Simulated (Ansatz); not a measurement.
C5H12O2, SMILES `CCOCOCC`. The species carries charge 0 and has multiplicity 1. The structure was optimised at the PBE0-D4/def2-TZVP level. It is a higher conformer; a search finds a lower one.

```xyz
19

C    -3.132    0.961    0.026
C    -1.641    0.746    0.056
O    -1.392   -0.599    0.423
C    -0.060   -0.891    0.588
O     0.591   -0.869   -0.655
C     1.983   -1.077   -0.567
C     2.757    0.185   -0.238
H    -3.572    0.762    1.005
H    -3.359    1.992   -0.254
H    -3.599    0.295   -0.702
H    -1.196    0.953   -0.922
H    -1.164    1.415    0.789
H     0.416   -0.170    1.278
H    -0.006   -1.898    1.024
H     2.289   -1.457   -1.544
H     2.201   -1.866    0.168
H     2.549    0.960   -0.978
H     2.502    0.577    0.749
H     3.831   -0.020   -0.247
```

**Question.** What is the dipole moment at ωB97M-V/def2-TZVPP? (Estimate.)

**Answer.** The calculation gave: 1.83 D, with components (1.48, 0.86, 0.65) D in this frame, pointing from negative to positive charge.

**Question.** And with PBE, r2SCAN, B3LYP? (Estimate.)

**Answer.** Computed: PBE 1.65 D, r2SCAN 1.72 D, B3LYP 1.81 D.

**Question.** Give the Mulliken charges with ωB97M-V, PBE, B3LYP in def2-TZVPP. (Estimate.)

**Answer.** The calculation gave: 
| atom | ωB97M-V | PBE | B3LYP |
| --- | --- | --- | --- |
| C1 | -0.29 | -0.24 | -0.23 |
| C2 | -0.01 | 0.02 | 0.05 |
| O3 | -0.29 | -0.24 | -0.31 |
| C4 | 0.04 | 0.06 | 0.11 |
| O5 | -0.30 | -0.25 | -0.32 |
| C6 | -0.03 | 0.02 | 0.05 |
| C7 | -0.28 | -0.24 | -0.23 |
| H8 | 0.10 | 0.08 | 0.08 |
| H9 | 0.09 | 0.07 | 0.07 |
| H10 | 0.11 | 0.09 | 0.09 |
| H11 | 0.11 | 0.08 | 0.09 |
| H12 | 0.07 | 0.05 | 0.05 |
| H13 | 0.09 | 0.05 | 0.06 |
| H14 | 0.11 | 0.08 | 0.09 |
| H15 | 0.11 | 0.08 | 0.09 |
| H16 | 0.08 | 0.04 | 0.05 |
| H17 | 0.11 | 0.09 | 0.09 |
| H18 | 0.09 | 0.07 | 0.07 |
| H19 | 0.10 | 0.08 | 0.08 |

B3LYP here is the variant with VWN-RPA as its local correlation; programs differ in this.
